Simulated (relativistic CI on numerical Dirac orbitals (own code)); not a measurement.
## Calculated levels, Ce XLVII

These numbers are calculated, not measured: Dirac-Coulomb-Breit CI, KLI orbitals optimised for each configuration, a model potential for QED, unscaled Slater integrals (own radial code, finite nucleus).

Configurations in the expansion (outside the closed core [Ne]): 3s², 3s3p, 3p², 3s3d, 3d², 3p3d, 3p4s, 3d4s, 3s4s, 3s4p, 3s4d, 3s4f, 3s5s, 3s5p, 3s5d, 3s5f, 4s², 3s5g, 3s6s, 3s6p, 3s6d. Levels of other configurations are missing.

| No. | Configuration | Term | J | E (Ry) | % | Lifetime (s) |
| --- | --- | --- | --- | --- | --- | --- |
| 1 | 3s² | ¹S | 0 | 0.000 | 99 |  |
| 2 | 3s3p | ³P° | 0 | 7.052 | 100 |  |
| 3 | 3s3p | ³P° | 1 | 7.811 | 79 | 1.21e-10 |
| 4 | 3s3p | ³P° | 2 | 15.704 | 100 | 1.45e-07 |
| 5 | 3p² | ³P | 0 | 16.995 | 72 | 1.24e-11 |
| 6 | 3s3p | ¹P° | 1 | 17.824 | 78 | 2.33e-12 |
| 7 | 3p² | ¹D | 2 | 24.834 | 58 | 8.37e-12 |
| 8 | 3p² | ³P | 1 | 24.910 | 100 | 3.04e-12 |
| 9 | 3s3d | ³D | 1 | 27.362 | 100 | 3.19e-12 |
| 10 | 3s3d | ³D | 2 | 27.811 | 84 | 2.49e-12 |
| 11 | 3s3d | ³D | 3 | 29.304 | 100 | 9.31e-12 |
| 12 | 3s3d | ¹D | 2 | 30.208 | 69 | 5.36e-12 |
| 13 | 3p² | ³P | 2 | 34.258 | 52 | 1.65e-12 |
| 14 | 3p3d | ³F° | 2 | 34.990 | 76 | 3.02e-11 |
| 15 | 3p² | ¹S | 0 | 35.085 | 71 | 1.79e-12 |
| 16 | 3p3d | ³D° | 1 | 36.840 | 57 | 2.24e-12 |
| 17 | 3p3d | ³P° | 2 | 37.925 | 46 | 7.33e-12 |
| 18 | 3p3d | ³F° | 3 | 37.972 | 61 | 1.25e-11 |
| 19 | 3p3d | ³D° | 2 | 44.297 | 48 | 1.80e-12 |
| 20 | 3p3d | ³P° | 0 | 44.887 | 100 | 1.65e-12 |
| 21 | 3p3d | ³F° | 3 | 44.892 | 39 | 1.91e-12 |
| 22 | 3p3d | ³P° | 1 | 44.924 | 65 | 1.67e-12 |
| 23 | 3p3d | ³F° | 4 | 45.601 | 100 | 4.40e-12 |
| 24 | 3p3d | ³P° | 2 | 46.341 | 51 | 2.63e-12 |
| 25 | 3p3d | ¹F° | 3 | 47.524 | 55 | 2.39e-12 |
| 26 | 3p3d | ¹P° | 1 | 48.188 | 72 | 2.21e-12 |
| 27 | 3d² | ³F | 2 | 55.389 | 81 | 1.73e-12 |
| 28 | 3d² | ³P | 0 | 56.759 | 81 | 1.49e-12 |
| 29 | 3d² | ³F | 3 | 57.111 | 100 | 2.62e-12 |
| 30 | 3d² | ³P | 2 | 57.831 | 48 | 2.26e-12 |
| 31 | 3d² | ¹G | 4 | 57.856 | 51 | 3.18e-12 |
| 32 | 3d² | ³P | 1 | 58.071 | 100 | 2.19e-12 |
| 33 | 3d² | ³F | 4 | 59.426 | 51 | 5.52e-12 |
| 34 | 3d² | ³P | 2 | 59.913 | 49 | 4.36e-12 |
| 35 | 3d² | ¹S | 0 | 61.673 | 80 | 2.98e-12 |
| 36 | 3s4s | ³S | 1 | 130.117 | 100 | 5.23e-14 |
| 37 | 3s4s | ¹S | 0 | 130.929 | 100 | 5.55e-14 |
| 38 | 3s4p | ³P° | 0 | 133.825 | 99 | 2.24e-13 |
| 39 | 3s4p | ³P° | 1 | 133.897 | 68 | 6.44e-14 |
| 40 | 3s4p | ¹P° | 1 | 137.123 | 54 | 4.82e-14 |
| 41 | 3s4p | ³P° | 2 | 137.331 | 100 | 2.88e-13 |
| 42 | 3p4s | ³P° | 0 | 138.600 | 99 | 7.62e-14 |
| 43 | 3p4s | ³P° | 1 | 139.052 | 58 | 5.98e-14 |
| 44 | 3s4d | ³D | 1 | 141.513 | 100 | 2.77e-14 |
| 45 | 3s4d | ³D | 2 | 141.572 | 69 | 2.80e-14 |

Energies count from the lowest computed level; ° marks odd parity; lifetimes are radiative, by E1, M1, E2, M2 decay to levels of this space only; some are left blank where a channel outside the calculation adds to the decay or the decay crosses a small, uncertain gap.

The mean weight of the leading LS term, summed over parents, in these 45 levels is 76 %, and that of the leading jj configuration (from the same eigenvectors) 96 %, so jj coupling describes them better and the LS labels are nominal.

At this charge energies of transitions that change n are usually good to better than 1 %, and those within a shell (Δn = 0) to a few per cent.

LS names give the leading component of a level, which can be under half, so a name can repeat, a term be missing and a line seem to break the LS rules.
